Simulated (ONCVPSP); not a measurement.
# Configuration tests for Cs (Z = 55) (ONCV)

ONCVPSP 4.0.1 input, shortened (lines: element, Z, core and valence counts, functional; n l f; lmax; l rc ep ncon nbas qcut; lloc lpopt rc5 dvloc0; l nproj debl; icmod fcfact rcfact), PBE, scalar-relativistic:

```
  Cs 55.00    9    4        4      upf
    1    0    2.00
    2    0    2.00
    2    1    6.00
    3    0    2.00
    3    1    6.00
    3    2   10.00
    4    0    2.00
    4    1    6.00
    4    2   10.00
    5    0    2.00
    5    1    6.00
    6    0    0.50
    6    1    0.50
    2
    0    3.40    0.00    4    7    2.70
    1    3.25    0.00    5    8    4.50
    2    3.40    0.45    3    6    2.90
    4    3    2.30    0.00
    0    2    1.30
    1    2    3.00
    2    2    3.30
    3    5.50    1.00
```

In the d channel the program set the typed energies aside and used 0.050, 3.350 Ha.

Energies are relative to the spin-unpolarised reference configuration 5s2 5p6 6s0.5 6p0.5; without spin polarisation the order of configurations can differ from experiment.

```tsv
valence configuration	charge	ΔE all-electron (eV)	error AE − PS (meV)
5s2 5p6 6s0 6p0	+1	3.184	-0.3
5s2 5p6 6s0.5 6p0	+0.5	0.791	-0.1
5s2 5p6 5d1 6s0 6p0	0	0.992	-46
```

Problem. What are ΔE and the potential's error for 5s2 5p6 6s1 6p0?

Solution. ΔE = -0.679 eV all-electron; the error (AE − PS) is -0.1 meV.

Note: no bound ghost flagged; GHOST(+) flagged for d at 90.3 eV, d at 449.3 eV.
